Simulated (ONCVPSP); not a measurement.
nickel: one change to an ONCV potential, before and after

```json
{
  "Element": "nickel",
  "Generator": "ONCVPSP 4.0.1",
  "Type": "optimised norm-conserving Vanderbilt (ONCV)",
  "Functional": "LDA (Perdew-Wang 92)",
  "Relativity": "scalar-relativistic",
  "Frozen core": "[Ar]",
  "Valence charge": "10",
  "Reference configuration": "3d8 4s1.75 (charge +0.25)",
  "Partial waves": "4s: rc 2.35 bohr, ncon 4, nbas 7, qcut 3.4 1/bohr, 2 projectors, debl 3.7 Ha; p scattering state at 0.19 Ha: rc 2.50 bohr, ncon 4, nbas 8, qcut 3.7 1/bohr, 3 projectors, debl 3.9 Ha; 3d: rc 1.05 bohr, ncon 4, nbas 8, qcut 12.4 1/bohr, 3 projectors, debl 0.3 Ha",
  "Local potential": "polynomial inside 0.85 bohr (lpopt 5, dvloc0 3 Ha)",
  "Core correction": "Teter function, parameters optimised by the program"
}
```

In the p channel the program set the typed energies aside and used 0.050, 3.950, 7.850 Ha. In the d channel the program set the typed energies aside and used -0.414, 0.250, 0.550 Ha.

All-electron outer shells of the reference configuration (LDA (PZ), scalar-relativistic, ld1.x):

| shell | level (eV) | outermost node (bohr) | outermost maximum (bohr) |
| --- | --- | --- | --- |
| 3p | -73.40 | 0.27 | 0.65 |
| 3d | -11.27 | – | 0.63 |
| 4s | -7.67 | 0.92 | 2.18 |

Change: fully relativistic. In the p channel the program set the typed energies aside and used 0.050, 3.950, 7.850 Ha (j = l + 1/2; the other j can differ). In the d channel the program set the typed energies aside and used -0.411, 0.250, 0.550 Ha (j = l + 1/2; the other j can differ).

Cutoffs: the cutoffs (Ha) at which the residual kinetic energy of the hardest occupied pseudo-wave falls to 1 and 0.1 mHa per electron; they do not see the model core or the augmentation charge, which bear on the density cutoff. Errors are all-electron minus pseudo energies relative to the spin-unpolarised reference configuration.

Q: Predict the effect on cutoff, ghosts and configuration errors.

A: The potential gets neither clearly harder nor softer (72 Ha and 150 Ha → 72 Ha and 150 Ha); both files keep a bound ghost (s); of the 4 tests that both files solve, the error grows in 4 and shrinks in 0 by more than 15 % and 0.3 meV (median size 14.5 → 89.8 meV).

| quantity | base | changed |
| --- | --- | --- |
| cutoff, loose | 72 Ha | 72 Ha |
| cutoff, tight | 150 Ha | 150 Ha |
| loose cutoff by channel | s 4.9 Ha, d 72 Ha | s 4.9 Ha, d 72 Ha |
| bound ghosts | s | s |
| GHOST(+) flags under 300 eV | d at 32.1 eV, p at 218.5 eV | d5/2 at 31.8 eV, d3/2 at 32.4 eV, p3/2 at 217.6 eV, p1/2 at 219.0 eV |
| error for 3d8 4s2, meV [ΔE -1.69 eV] | -0.1 | -0.8 |
| error for 3d8 4s1, meV [ΔE 7.91 eV] | -4.4 | -17 |
| error for 3d8 4s0, meV [ΔE 25.56 eV] | -25 | -162 |
| error for 3d7 4s0, meV [ΔE 63.36 eV] | -94 | -544 |
| s: phases at 2.39 bohr within 0.05 rad from the reference energy up to (Ha; the scan ends near 5) | to the end of the scan | to the end of the scan |
| rms error of d²Exc/dni dnj with the model core, mHa | 0.24 | 0.84 |

 A true bound ghost makes a file unfit for plane-wave use even where its test errors are small: the radial tests pick states by their node count and pass the ghost by.
